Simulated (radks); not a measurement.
The numbers below are computed, except where a source is named.
Question: All-electron atom: I in [Kr] 4d10 5s2 5p5 (the NIST ground configuration). Code: a radial shooting solver on a logarithmic mesh with Libxc functionals. Model: scalar-relativistic Kohn-Sham, LDA (Slater exchange, Perdew-Wang correlation), spin-polarised, spherical densities, point nucleus; open shells are filled with parallel spins first (spin-orbit coupling, left out, can overturn this in heavy ions); hard spherical wall at 3 bohr. Some entries of the table are withheld. Estimate them.

orbital  occ.  eigenvalue (hartree)  <1/r> (bohr^-1)  r(max) (bohr)
1s up       1             -1209.997            56.78        0.01756
1s down     1             -1209.995            56.78        0.01756
2s up       1             -186.3196            13.01        0.09922
2s down     1             -186.3181            13.01        0.09922
2p up       3             -167.2375            12.45        0.07950
2p down     3             -167.2354            12.45        0.07950
3s up       1             -36.97677            4.659         0.2860
3s down     1             -36.97445            4.659         0.2860
3p up       3             -30.79364            4.432         0.2797
3p down     3             -30.79111            4.432         0.2797
3d up       5             -21.50628            4.196         0.2316
3d down     5             -21.50389            4.196         0.2316
4s up       1              -5.90647            1.883         0.6811
4s down     1              -5.90154            1.883         0.6811
4p up       3              -3.97394            1.720         0.7161
4p down     3              -3.96862            1.720         0.7162
4d up       5              -1.17053            1.419         0.7829
4d down     5              -1.16273            1.421         0.7827
5s up       1              -0.00784           0.7595          1.670
5s down     1               0.01847           0.7608          1.668
5p up       3               0.51782           0.7219          1.821
5p down     2               0.54503           0.7224          1.820
4f up       0               1.39675           0.8071          1.531
5d up       0               1.41147           0.7300            (1)
4f down     0               1.41677           0.8124          1.505
5d down     0               1.43754           0.7283            (2)
6s up       0               2.78352           0.8217          2.370
6s down     0               2.80237           0.8216          2.370

Answer: 
(1) 5d up r(max) (bohr): 2.031
(2) 5d down r(max) (bohr): 2.031
